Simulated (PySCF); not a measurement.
Input for PySCF: R-HF/STO-3G on BrHSn (SMILES [Br][SnH]), a point of a bond scan (R = 4.819 Å).

```python
from pyscf import gto, scf, dft, mp
from pyscf.data.elements import chemcore

mol = gto.M(
    atom='''
    Sn   -0.57960730   -0.48360224    0.71178077
    H    -3.69806942   -2.02905011   -2.62145023
    Br    0.87757024    0.72103150   -1.00189399
    ''',
    basis='sto-3g',
    charge=0, spin=0, verbose=3, max_memory=1800)
mf = scf.RHF(mol)
mf.conv_tol = 1e-8
mf.max_cycle = 100
mf.kernel()
if not mf.converged:
    mf = mf.newton().run(mf.mo_coeff, mf.mo_occ)
```

What total energy does the run end on?

-8508.2252 hartree.
